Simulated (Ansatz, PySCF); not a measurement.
GeH7NOSi, SMILES [O]([GeH3])[SiH2]N. Atoms are numbered in the order given.

```xyz
11

Si    -1.3635    -0.2208    -0.9350
N     -2.9989    -0.4491    -0.4653
O     -0.3234    -0.0266     0.3487
Ge     1.4198     0.2186     0.5707
H     -1.3111     1.0073    -1.7840
H     -0.9478    -1.4297    -1.7084
H     -3.2782    -1.3196    -0.0265
H     -3.5236     0.3290    -0.0812
H      1.8322     1.5381    -0.1103
H      2.1779    -0.9681    -0.0558
H      1.6496     0.2834     2.0873
```
Charge 0, spin multiplicity 1.

Coordinates come from a PBE0-D3(BJ)/def2-SVP optimisation. This is a generated structure with no PubChem entry under its InChIKey; it may be hypothetical. The values are those of a single conformer.

Two levels are set side by side: PBE-D3(BJ)/def2-SVP (Ansatz, a first-principles code) and PBE0-D3(BJ)/def2-SVP (Ansatz). Each level has its own optimised geometry; the coordinates shown are those of the second. Frequencies come from the Hessian of PySCF at each geometry. Differences are taken from unrounded values.

```tsv
quantity	PBE0-D3(BJ)
mean bond length (Å)	1.479
bond Si1–N2 (Å)	1.717
bond Si1–O3 (Å)	1.664
bond O3–Ge4 (Å)	1.774
bond Si1–H5 (Å)	1.494
bond Si1–H6 (Å)	1.494
bond N2–H7 (Å)	1.014
bond N2–H8 (Å)	1.014
bond Ge4–H9 (Å)	1.541
bond Ge4–H10 (Å)	1.541
bond Ge4–H11 (Å)	1.535
highest harmonic wavenumber (cm⁻¹)	3709
mean harmonic wavenumber (cm⁻¹)	1162
zero-point energy (kcal/mol)	44.87
```

Task: What does PBE-D3(BJ) give, and how far is it from PBE0-D3(BJ)? (An estimate is asked for; the answer gives what the named calculation found.)

Result: 
```json
[
 {"quantity": "mean bond length (Å)", "PBE-D3(BJ)": "1.492", "PBE-D3(BJ) minus PBE0-D3(BJ)": "0.014"},
 {"quantity": "bond Si1–N2 (Å)", "PBE-D3(BJ)": "1.731", "PBE-D3(BJ) minus PBE0-D3(BJ)": "0.014"},
 {"quantity": "bond Si1–O3 (Å)", "PBE-D3(BJ)": "1.683", "PBE-D3(BJ) minus PBE0-D3(BJ)": "0.020"},
 {"quantity": "bond O3–Ge4 (Å)", "PBE-D3(BJ)": "1.797", "PBE-D3(BJ) minus PBE0-D3(BJ)": "0.023"},
 {"quantity": "bond Si1–H5 (Å)", "PBE-D3(BJ)": "1.505", "PBE-D3(BJ) minus PBE0-D3(BJ)": "0.011"},
 {"quantity": "bond Si1–H6 (Å)", "PBE-D3(BJ)": "1.505", "PBE-D3(BJ) minus PBE0-D3(BJ)": "0.011"},
 {"quantity": "bond N2–H7 (Å)", "PBE-D3(BJ)": "1.023", "PBE-D3(BJ) minus PBE0-D3(BJ)": "0.009"},
 {"quantity": "bond N2–H8 (Å)", "PBE-D3(BJ)": "1.023", "PBE-D3(BJ) minus PBE0-D3(BJ)": "0.009"},
 {"quantity": "bond Ge4–H9 (Å)", "PBE-D3(BJ)": "1.554", "PBE-D3(BJ) minus PBE0-D3(BJ)": "0.013"},
 {"quantity": "bond Ge4–H10 (Å)", "PBE-D3(BJ)": "1.554", "PBE-D3(BJ) minus PBE0-D3(BJ)": "0.013"},
 {"quantity": "bond Ge4–H11 (Å)", "PBE-D3(BJ)": "1.547", "PBE-D3(BJ) minus PBE0-D3(BJ)": "0.012"},
 {"quantity": "highest harmonic wavenumber (cm⁻¹)", "PBE-D3(BJ)": "3580", "PBE-D3(BJ) minus PBE0-D3(BJ)": "-129"},
 {"quantity": "mean harmonic wavenumber (cm⁻¹)", "PBE-D3(BJ)": "1122", "PBE-D3(BJ) minus PBE0-D3(BJ)": "-41"},
 {"quantity": "zero-point energy (kcal/mol)", "PBE-D3(BJ)": "43.30", "PBE-D3(BJ) minus PBE0-D3(BJ)": "-1.57"}
]
```

Exact exchange shortens and stiffens bonds; PBE has none. Differences between two approximate levels are no errors against the true value.
